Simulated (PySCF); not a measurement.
NMR data sheet: C$_{3}$H$_{10}$Cl$_{2}$Si$_{4}$

```
Formula                               : C3H10Cl2Si4
SMILES                                : C=C[Si@H]1[Si@@H](Cl)[Si@H](C)[Si@@H]1Cl
Point group of the computed structure : C1
Degrees of unsaturation               : 2
Carbon signals                        : 3
Proton signals                        : 8
```

Molfile (atoms numbered from 1):
```
C3H10Cl2Si4
     RDKit          3D

 19 19  0  0  0  0  0  0  0  0999 V2000
    3.9981   -0.3874   -0.1691 C   0  0  0  0  0  0  0  0  0  0  0  0
    2.7202   -0.7303   -0.2422 C   0  0  0  0  0  0  0  0  0  0  0  0
    1.2592    0.3964    0.1290 Si  0  0  1  0  0  4  0  0  0  0  0  0
   -0.3897    0.3758   -1.5952 Si  0  0  1  0  0  4  0  0  0  0  0  0
    0.1343   -0.8477   -3.1611 Cl  0  0  0  0  0  0  0  0  0  0  0  0
   -1.9654   -0.6404   -0.1287 Si  0  0  2  0  0  4  0  0  0  0  0  0
   -3.4688    0.4695    0.2464 C   0  0  0  0  0  0  0  0  0  0  0  0
   -0.3167   -0.6235    1.5936 Si  0  0  2  0  0  4  0  0  0  0  0  0
   -0.8447    0.6033    3.1578 Cl  0  0  0  0  0  0  0  0  0  0  0  0
    4.8021   -1.0681   -0.4045 H   0  0  0  0  0  0  0  0  0  0  0  0
    4.2978    0.6024    0.1358 H   0  0  0  0  0  0  0  0  0  0  0  0
    2.4780   -1.7382   -0.5594 H   0  0  0  0  0  0  0  0  0  0  0  0
    1.8472    1.6988    0.4900 H   0  0  0  0  0  0  0  0  0  0  0  0
   -0.7364    1.6195   -2.2963 H   0  0  0  0  0  0  0  0  0  0  0  0
   -2.5342   -1.9521   -0.4935 H   0  0  0  0  0  0  0  0  0  0  0  0
   -4.0634    0.0662    1.0608 H   0  0  0  0  0  0  0  0  0  0  0  0
   -4.1244    0.5823   -0.6126 H   0  0  0  0  0  0  0  0  0  0  0  0
   -3.1435    1.4616    0.5452 H   0  0  0  0  0  0  0  0  0  0  0  0
    0.0405   -1.8636    2.2965 H   0  0  0  0  0  0  0  0  0  0  0  0
  1  2  2  0
  2  3  1  0
  3  4  1  0
  4  5  1  0
  4  6  1  0
  6  7  1  0
  6  8  1  0
  8  9  1  0
  8  3  1  0
  1 10  1  0
  1 11  1  0
  2 12  1  0
  3 13  1  1
  4 14  1  6
  6 15  1  6
  7 16  1  0
  7 17  1  0
  7 18  1  0
  8 19  1  1
M  END
```

PySCF calculation with shieldings: GIAO PBE0/pcSseg-1 and GFN2-xTB geometry; one averaged value for each set of equivalent atoms, relativity neglected, isolated molecule, one computed conformer.

δ = σ(ref) − σ, references computed at the same level: $^{1}$H (σref 31.72), $^{13}$C (σref 186.93), $^{29}$Si (σref 349.16) against TMS.

| carbon | δC, type | δH (multiplicity) | HMBC from (2–3 bonds) | span of the C tensor (ppm) |
| --- | --- | --- | --- | --- |
| C1 | 143.9, CH2 | H10 6.50 (m); H11 6.28 (m) | H12, H13 | 240 |
| C2 | 135.3, CH | 6.38 (m) | H10, H11, H19, H14, H13 | 250 |
| C7 | -8.0, CH3 | 0.48 (d) | H19, H14, H15 | 18 |

Other nuclei:
```tsv
atoms	nucleus	environment	δ (ppm)	σ (ppm)
H19	$^{1}$H	hydrogen on a silicon bonded to Cl, 2 Si, in a 4-membered ring	6.26	25.46
H14	$^{1}$H	hydrogen on a silicon bonded to Cl, 2 Si, in a 4-membered ring	6.19	25.52
H13	$^{1}$H	hydrogen on a silicon bonded to C, 2 Si, in a 4-membered ring	5.06	26.66
H15	$^{1}$H	hydrogen on a silicon bonded to C, 2 Si, in a 4-membered ring	4.98	26.74
Si8	$^{29}$Si	silicon bonded to Cl, 2 Si, H, in a 4-membered ring	5.5	343.7
Si4	$^{29}$Si	silicon bonded to Cl, 2 Si, H, in a 4-membered ring	4.6	344.6
Si3	$^{29}$Si	silicon bonded to C, 2 Si, H, in a 4-membered ring	-28.1	377.3
Si6	$^{29}$Si	silicon bonded to C, 2 Si, H, in a 4-membered ring	-31.1	380.3
```

1. Carbon types of the structure: 1 × CH, 1 × CH2, 1 × CH3, leaving 4 H on heteroatoms.
2. δC 143.9: terminal =CH2 carbon; the olefinic region.
3. δC 135.3: alkene CH; as expected for a trigonal carbon in a double bond.
4. δC -8.0: methyl carbon bonded to Si; an electropositive neighbour leaves it electron-rich and shielded.
5. δH 6.50, 6.28: hydrogen on a terminal =CH2 carbon; olefinic region.
6. δH 0.48: hydrogen on a methyl carbon bonded to Si; an electropositive neighbour shields it, as in TMS itself.

Shifts are as computed. Against solution values, carbons near 30 ppm lie about +3 ppm off and those near 130 ppm about +5 ppm. Of 1309 compounds with measured shifts, 239 miss one by over three times the rms of a fit or turn the order of signals round; such compounds aren't used in these exercises. No couplings were computed; multiplicities are counted from neighbouring protons, with m where these are inequivalent, close in shift, in a saturated or five-membered ring or joined by F or P, and br s for small geminal =CH2 splittings.
